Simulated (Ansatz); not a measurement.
This geometry of H2 + H2O2Zn (7 atoms, charge 0, multiplicity 1) is a first-order saddle point.

All numbers below come from Ansatz 0.2.0, RKS B3LYP-D4/def2-SVP.

```xyz
7
Properties=species:S:1:pos:R:3
Zn 0.248 -0.207 -0.021
O 0.029 0.153 1.875
H -0.597 -0.318 2.446
O -0.497 -0.252 -1.648
H 0.129 -0.478 -2.348
H 1.873 -0.598 0.913
H 1.192 -0.342 1.611
```

Which two structures does it join? (They come from a converged band through this point; their orientation in space is the band's.)

Bonds broken: H6–H7. Bonds formed: Zn1–H6, O2–H7. H2 + H2O2Zn becomes H4O2Zn.

Initial state:

```xyz
7
Properties=species:S:1:pos:R:3
Zn -0.510 -0.011 -0.167
O -0.268 0.321 1.567
H -0.507 -0.414 2.147
O -0.830 -0.197 -1.900
H -0.054 -0.456 -2.416
H 2.615 -0.813 1.818
H 1.932 -0.471 1.779
```

Final state:

```xyz
7
Properties=species:S:1:pos:R:3
Zn 1.347 -0.290 0.021
O -0.057 0.042 1.702
H -0.696 -0.044 0.948
O -0.332 -0.402 -0.716
H -0.499 -0.334 -1.661
H 2.862 -0.318 0.235
H -0.247 -0.694 2.299
```

How far does it lie above each of them?

0.85 eV above the first and 1.51 eV above the second. This is the barrier of this one path; another mechanism may lie lower. The orbitals stay closed-shell, which can raise the energy where a bond breaks towards radicals; this wasn't checked here.

Time of the run: 4.1 min on 1 thread of Arm Neoverse V2, with other jobs on the host, peak memory 0.15 GiB.
